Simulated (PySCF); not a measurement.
HS₂, SMILES [S]S (connectivity only; charge and spin as stated), charge -1, multiplicity 1. Atoms are numbered in the order given.

```xyz
3

S      0.0127     1.0931     0.0000
S     -0.0888    -1.0083     0.0000
H      1.2187    -1.3575     0.0000
```
Charge -1, spin multiplicity 1.

The structure is a stationary point at B3LYP-D3(BJ)/def2-TZVPD. The multiplicity is an assumed one; other spin states were not compared. The isomer is the one that the SMILES or the coordinates give; other isomers of the formula were not compared.

These are PBE/pcSseg-2 (PySCF) values and carry that method's errors.

GIAO shieldings, no solvent; atoms alike by connectivity are averaged. δ = σ(ref) − σ: ³³S against H2S (σ = 705.0 ppm); ¹H against TMS (σ = 31.47 ppm), references at their B3LYP-D3(BJ)/def2-TZVP geometries, non-relativistic.

| atoms | nucleus | count | δ (ppm) |
|---|---|---|---|
| S1 | ³³S | 1 | 201.4 |
| S2 | ³³S | 1 | (withheld) |
| H3 | ¹H | 1 | 0.59 |

**Question.** What belongs in the gaps? (The exact figures need the calculation; the answer reports its results.)

**Answer.** 
- S2, δ (ppm): 108.5
